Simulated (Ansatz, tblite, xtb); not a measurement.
C2H7GaO (SMILES C[O][GaH][CH3]): methods side by side

The species is C2H7GaO (11 atoms), meant as a singlet with charge 0. SMILES: `C[O][GaH][CH3]`. Geometry: relaxed at PBE0-D4/def2-TZVP. This is one conformer, not always the lowest.

```
atom    x (Å)    y (Å)    z (Å)
   C  -0.7916   1.6024   0.4456
   O  -0.5435   0.5393   1.3211
  Ga   0.2304  -1.0014   0.8401
   C   0.7601  -1.2000  -1.0382
   H  -0.2737   2.5053   0.7906
   H  -1.8648   1.8257   0.4166
   H  -0.4653   1.4058  -0.5855
   H   0.3666  -1.9857   2.0414
   H  -0.1128  -1.1181  -1.6905
   H   1.2365  -2.1644  -1.2174
   H   1.4580  -0.4091  -1.3238
```

Quantity: the dipole moment, in D. The values are calculated.

```csv
level,kind,program,value (D),CPU time
IPEA1-xTB,semi-empirical,tblite,2.68,under 2 s
GFN2-xTB,semi-empirical,xtb,2.95,under 2 s
GFN0-xTB,semi-empirical,xtb,2.80,under 2 s
GFN1-xTB,semi-empirical,xtb,2.92,under 2 s
HF/STO-3G,Hartree–Fock,Ansatz,1.06,3.4 s
HF/3-21G,Hartree–Fock,Ansatz,2.22,2.7 s
HF/def2-SVP,Hartree–Fock,Ansatz,2.12,9.9 s
r2SCAN/cc-pVDZ,meta-GGA,Ansatz,1.84,31 s
B3LYP/6-31G* (spherical functions),global hybrid,Ansatz,1.96,22 s
B3LYP/6-31G* (Cartesian functions),global hybrid,Ansatz,1.95,16 s
```

All-electron rows without a relativistic Hamiltonian named are non-relativistic. The values span 1.06 to 2.95 D. Sets without polarisation functions give poor dipoles. Without the sets that lack polarisation functions the rows with a basis span only 1.84 to 2.12 D. Times are those of the runs behind each value, whatever else they computed, on shared processors of several kinds: orders of magnitude only.
